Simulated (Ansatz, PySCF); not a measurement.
Reaction (SMILES): C#C[CH2-] -> [C-]1=CC1
Structures are relaxed separately at B3LYP-D3(BJ)/def2-TZVP in Ansatz (a first-principles code).

Quantity: isomerisation energy (electronic energy difference), in eV. Correlated levels leave the core frozen unless marked. Spin-orbit coupling is left out. No relativistic terms. Anions need diffuse functions: aug- sets have them; def2-D sets add few; the other sets have none. CBS(X,Y): correlation extrapolated as X^-3; Hartree-Fock from the larger set. [CCSD(T)-MP2]/basis is that difference in the basis named.

```json
[
 {"level": "HF/STO-3G", "program": "Ansatz", "isomerisation energy (eV)": "0.29"},
 {"level": "HF/cc-pVDZ", "program": "Ansatz", "isomerisation energy (eV)": "1.04"},
 {"level": "HF-D4/def2-TZVPD", "program": "PySCF + dftd4", "isomerisation energy (eV)": "1.09"},
 {"level": "BP86/def2-TZVPD", "program": "PySCF", "isomerisation energy (eV)": "1.19"},
 {"level": "TPSS-D3(BJ)/def2-TZVPD", "program": "PySCF + dftd3", "isomerisation energy (eV)": "1.11"},
 {"level": "M06-L/def2-TZVPD", "program": "PySCF", "isomerisation energy (eV)": "1.02"},
 {"level": "PBE0/def2-TZVPD", "program": "Ansatz", "isomerisation energy (eV)": "1.06"},
 {"level": "CAM-B3LYP-D3(BJ)/def2-TZVPD", "program": "Ansatz + dftd3", "isomerisation energy (eV)": "1.15"},
 {"level": "B2GP-PLYP-D3(BJ)/def2-TZVPD", "program": "Ansatz + dftd3", "isomerisation energy (eV)": "1.15"},
 {"level": "RPA@PBE/cc-pVTZ", "program": "Ansatz", "isomerisation energy (eV)": "1.00"},
 {"level": "CCSD(T)/STO-3G", "program": "Ansatz", "isomerisation energy (eV)": "0.69"},
 {"level": "CCSD(T)/6-31G*", "program": "Ansatz", "isomerisation energy (eV)": "0.93"},
 {"level": "CCSD(T)/aug-cc-pVTZ", "program": "Ansatz", "isomerisation energy (eV)": "1.07"},
 {"level": "CCSD(T)/cc-pVTZ", "program": "Ansatz", "isomerisation energy (eV)": "1.05"},
 {"level": "RI-MP2/CBS(aug-cc-pVTZ,aug-cc-pVQZ)+[CCSD(T)-MP2]/aug-cc-pVTZ", "program": "Ansatz", "isomerisation energy (eV)": "1.06"}
]
```
